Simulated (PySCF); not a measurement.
# Electric field gradients and quadrupole coupling constants

C4H7B.
Structure used (PBE0-D3(BJ)/def2-SVP), in Å, numbered top down from 1:
```
atom  x, y, z in Å
B1     1.656   -0.282    0.532
C2     0.188   -0.475    0.074
C3    -1.029   -0.174    0.920
C4    -1.617    0.574   -0.026
C5    -0.508    0.381   -1.032
H6     1.983   -0.539    1.670
H7     2.513    0.028   -0.266
H8     0.250   -1.556   -0.217
H9    -1.300   -0.456    1.941
H10   -2.553    1.137   -0.066
H11   -0.781   -0.168   -1.949
H12    0.040    1.292   -1.325
```

Field gradients from the PBE0/pcSseg-1 density (PySCF, non-relativistic), principal values in atomic units, ordered |Vxx| ≤ |Vyy| ≤ |Vzz|:

| atom | Vxx | Vyy | Vzz |
| --- | --- | --- | --- |
| B1 | -0.2964 | -0.3317 | 0.6281 |

Find the asymmetry η = (Vxx − Vyy)/Vzz and the couplings χ = eQV/h (234.96 MHz × Q in barn × V in au), with Q(11B) = 0.04059 b.

```
atom             environment  nucleus     η  χzz (MHz)  χxx (MHz)  χyy (MHz)
  B1  three-coordinate boron      11B  0.06       5.99      -2.83      -3.16
```

What is Vzz at B1 in SI units (1 au = 9.71736 × 10²¹ V/m²)?

0.6281 au = 6.104 × 10²¹ V/m².

Were the hydrogens deuterons (Q(2H) = 0.00286 b), χzz would run from 133 kHz (H7 and H6) to 208 kHz (H10).

One conformer (not necessarily the lowest) at the PBE0-D3(BJ)/def2-SVP geometry, without solvent, vibrations or thermal averaging. These gradients aren't converged with respect to the basis.
